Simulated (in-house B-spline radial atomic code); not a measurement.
# Excitations of Sb5+ by several methods

Full response, energies in eV; labels give the largest channel, * marks a mixed state, a dash one above the method's threshold, and an imaginary frequency an unstable closed-shell reference. Computed with a B-spline radial code for spherical atoms: linear response of the closed shell [Kr] 4d10 with each method's own kernel (bare exchange for TDHF, static screening on G0W0 levels for BSE, the adiabatic kernel for functionals); scalar-relativistic (spin-free one-electron X2C), finite nucleus, no spin-orbit coupling, no double excitations, S, P, D and F terms only; shells from n = 2 respond. Only terms of natural parity with L up to 3 were computed.

```csv
method,4d → 5s 3D,4d → 5s 1D,4d → 5p 3P,α (bohr³)
TDHF,31.38,32.38,42.45,1.679
BSE on G0W0@HF,30.79,31.69,42.32,1.639
LDA VWN5,28.064,28.799,39.70,1.775
PBE,28.050,28.849,39.51,1.768
PBE0,29.132,29.954,40.56,1.738
B3LYP (VWN-RPA),28.371,29.233,39.73,1.755
CAM-B3LYP,28.326,29.184,39.64,1.756
LC-wPBE,28.535,29.336,39.92,1.754
wB97X,29.774,30.36,41.39,1.744
HSE06,?,?,?,?
BHandHLYP,29.423,30.34,40.66,1.723
BLYP,?,?,?,?
PBEsol,28.181,28.979,39.68,1.769
BP86,28.383,29.151,40.00,1.768
LDA exchange-only,27.331,28.231,38.68,1.799
B97-1,29.061,29.696,40.67,1.746
RPBE,28.052,28.848,39.44,1.765
OLYP,28.180,29.044,39.35,1.741
```

Question: What does HSE06 give?

Answer: 4d → 5s 3D: 29.088; 4d → 5s 1D: 29.910; 4d → 5p 3P: 40.52; α: 1.74 (eV, bohr³).

Question: What does BLYP give?

Answer: 4d → 5s 3D: 27.427; 4d → 5s 1D: 28.302; 4d → 5p 3P: 38.77; α: 1.781 (eV, bohr³).
